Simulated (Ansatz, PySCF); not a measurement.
VOCl2, SMILES [O]=[V]([Cl])[Cl] (connectivity only; charge and spin as stated), neutral, multiplicity 2. Atoms are numbered in the order given.

```xyz
4

V      0.0000     0.0000    -0.3254
O      0.0000     0.0000    -1.8551
Cl     0.0000    -1.9254     0.6621
Cl     0.0000     1.9255     0.6621
```
Charge 0, spin multiplicity 2.

Geometry: ωB97X-D3(BJ)/def2-SVP. The multiplicity is an assumed one; other spin states were not compared.

Two levels are set side by side: PBE-D3(BJ)/def2-SVP (Ansatz, a first-principles code) and ωB97X-D3(BJ)/def2-SVP (PySCF). Each level has its own optimised geometry; the coordinates shown are those of the second. Frequencies come from the Hessian of PySCF at each geometry. Differences are taken from unrounded values.

```csv
quantity,ωB97X-D3(BJ),PBE-D3(BJ),PBE-D3(BJ) minus ωB97X-D3(BJ)
mean bond length (Å),1.952,1.967,0.015
bond V1–O2 (Å),1.530,1.563,0.034
bond V1–Cl3 (Å),2.164,2.169,0.005
bond V1–Cl4 (Å),2.164,2.169,0.005
highest harmonic wavenumber (cm⁻¹),1208,1106,-102
mean harmonic wavenumber (cm⁻¹),423,396,-28
zero-point energy (kcal/mol),3.63,3.39,-0.24
```

GGA bonds tend to be longer and softer than those of functionals with exact exchange. Differences between two approximate levels are no errors against the true value.
